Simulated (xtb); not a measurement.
CuF, charge +1, doublet, from a rough starting geometry (GFN-xTB shapes and energies of metal compounds can be far from the true ones) (the multiplicity is a formal guess); xtb with GFN2-xTB.

Here is a job for xtb.
```
$ xtb mol.xyz --gfn 2 --chrg 1 --uhf 1 --opt vtight --json

# file mol.xyz
2

Cu    -0.46948623    -0.39176658    -0.57391279
F      0.44147425     0.36535654     0.60182463
```

Question: Write the output that xtb gives for this input, abridged.

Answer: 
```
   ID    Z sym.   atoms
    1   29 Cu     1
    2    9 F      2

           -------------------------------------------------
          |                Calculation Setup                |
           -------------------------------------------------

           -------------------------------------------------
          |                 G F N 2 - x T B                 |
           -------------------------------------------------

          ...................................................
          :                      SETUP                      :
          :.................................................:
          :  # basis functions                  14          :
          :  # atomic orbitals                  13          :
          :  # shells                            5          :
          :  # electrons                        17          :
          :  max. iterations                   250          :
          :  Hamiltonian                  GFN2-xTB          :
          :  restarted?                      false          :
          :  GBSA solvation                  false          :
          :  PC potential                    false          :
          :  electronic temp.          300.0000000     K    :
          :  accuracy                    1.0000000          :
          :  -> integral cutoff          0.2500000E+02      :
          :  -> integral neglect         0.1000000E-07      :
          :  -> SCF convergence          0.1000000E-05 Eh   :
          :  -> wf. convergence          0.1000000E-03 e    :
          :  Broyden damping             0.4000000          :
          :  net charge                          1          :
          :  unpaired electrons                  1          :
          ...................................................

 iter      E             dE          RMSdq      gap      omega  full diag
   1     -8.0318271 -0.803183E+01  0.795E+00    7.12       0.0  T
   2     -7.9886537  0.431734E-01  0.724E+00    6.60       1.0  T
   3     -8.0491198 -0.604661E-01  0.456E+00    7.12       1.0  T
   4     -8.0657299 -0.166101E-01  0.149E+00    6.91       1.0  T
   5     -8.0627188  0.301105E-02  0.122E+00    6.95       1.0  T
   6     -8.0655891 -0.287022E-02  0.383E-01    6.92       1.0  T
   7     -8.0657050 -0.115905E-03  0.300E-01    6.92       1.0  T
   8     -8.0658435 -0.138532E-03  0.122E-01    6.90       1.0  T
   9     -8.0658756 -0.321468E-04  0.231E-02    6.90       3.1  T
  10     -8.0658759 -0.250267E-06  0.864E-03    6.90       8.2  T
  11     -8.0658760 -0.150082E-06  0.104E-03    6.90      68.3  T
  12     -8.0658760 -0.670948E-10  0.506E-04    6.90     139.8  T
  13     -8.0658760 -0.913598E-10  0.439E-05    6.90    1612.1  T

   *** convergence criteria satisfied after 13 iterations ***

         :::::::::::::::::::::::::::::::::::::::::::::::::::::
         ::                     SUMMARY                     ::
         :::::::::::::::::::::::::::::::::::::::::::::::::::::
         :: total energy              -8.062237046862 Eh    ::
         :: gradient norm              0.020178846824 Eh/a0 ::
         :: HOMO-LUMO gap              6.896737882168 eV    ::
         ::.................................................::
         :: SCC energy                -8.065876045931 Eh    ::
         :: -> isotropic ES            0.197000932645 Eh    ::
         :: -> anisotropic ES          0.002768574755 Eh    ::
         :: -> anisotropic XC         -0.005021975418 Eh    ::
         :: -> dispersion             -0.000282653291 Eh    ::
         :: repulsion energy           0.003638999070 Eh    ::
         :: add. restraining           0.000000000000 Eh    ::
         :: total charge               1.000000000000 e     ::
         :::::::::::::::::::::::::::::::::::::::::::::::::::::

      -----------------------------------------------------------
     |                   =====================                   |
[...]
 * total energy  :    -8.0622370 Eh     change       -0.2522427E-11 Eh
 * total energy  :    -8.0625166 Eh     change       -0.2795113E-03 Eh
 * total energy  :    -8.0628666 Eh     change       -0.3500543E-03 Eh
 * total energy  :    -8.0628727 Eh     change       -0.6062105E-05 Eh
 * total energy  :    -8.0628734 Eh     change       -0.7229778E-06 Eh
 * total energy  :    -8.0628734 Eh     change       -0.2477520E-09 Eh
   *** GEOMETRY OPTIMIZATION CONVERGED AFTER 6 ITERATIONS ***
         :: total energy              -8.062873397875 Eh    ::
[...]
         :: gradient norm              0.000000146639 Eh/a0 ::
         :: HOMO-LUMO gap              6.910495578085 eV    ::
         ::.................................................::
         :: SCC energy                -8.065259872519 Eh    ::
         :: -> isotropic ES            0.193346482767 Eh    ::
         :: -> anisotropic ES          0.002659634556 Eh    ::
         :: -> anisotropic XC         -0.005349854722 Eh    ::
         :: -> dispersion             -0.000281796451 Eh    ::
         :: repulsion energy           0.002386474644 Eh    ::
         :: add. restraining           0.000000000000 Eh    ::
         :: total charge               1.000000000001 e     ::
         :::::::::::::::::::::::::::::::::::::::::::::::::::::

           -------------------------------------------------
          |                Property Printout                |
           -------------------------------------------------

    * Orbital Energies and Occupations

         #    Occupation            Energy/Eh            Energy/eV
      -------------------------------------------------------------
         1        2.0000           -1.0746431             -29.2425
         2        2.0000           -0.8019887             -21.8232
         3        2.0000           -0.7932908             -21.5865
         4        2.0000           -0.7932908             -21.5865
         5        2.0000           -0.7761454             -21.1200
         6        2.0000           -0.7761454             -21.1200
         7        1.9374           -0.7523309             -20.4720
         8        1.9374           -0.7523309             -20.4720
         9        1.1252           -0.7479136             -20.3518 (HOMO)
        10                         -0.4939576             -13.4413 (LUMO)
        11                         -0.3327749              -9.0553
        12                         -0.3327749              -9.0553
        13                          0.1176338               3.2010
      -------------------------------------------------------------
                  HL-Gap            0.2539560 Eh            6.9105 eV
             Fermi-level           -0.6853479 Eh          -18.6493 eV

     #   Z          covCN         q      C6AA      α(0)
     1  29 Cu       0.699     1.171   140.651    27.628
     2   9 F        0.699    -0.171    10.948     3.907

 Mol. C6AA /au·bohr⁶  :        219.086372
 Mol. C8AA /au·bohr⁸  :      14237.885921
 Mol. α(0) /au        :         31.534597

Wiberg/Mayer (AO) data.
largest (>0.10) Wiberg bond orders for each atom

 ---------------------------------------------------------------------------
     #   Z sym  total        # sym  WBO       # sym  WBO       # sym  WBO
 ---------------------------------------------------------------------------
     1  29 Cu   0.991 --     2 F    0.991
     2   9 F    0.991 --     1 Cu   0.991
 ---------------------------------------------------------------------------

Topologies differ in total number of bonds
Writing topology from bond orders to xtbtopo.mol

molecular dipole:
                 x           y           z       tot (Debye)
 q only:       -1.215      -1.013      -1.508
   full:       -1.613      -1.344      -2.022       7.408
molecular quadrupole (traceless):
                xx          xy          yy          xz          yz          zz
 q only:       -0.061       1.064      -0.446       1.534       1.282       0.508
  q+dip:       -0.116       1.662      -0.720       2.423       2.023       0.837
   full:       -0.096       1.522      -0.648       2.205       1.842       0.744

optimized geometry written to: xtbopt.xyz

           -------------------------------------------------
          | TOTAL ENERGY               -8.062873397875 Eh   |
          | GRADIENT NORM               0.000000146639 Eh/α |
          | HOMO-LUMO GAP               6.910495578085 eV   |
           -------------------------------------------------
```
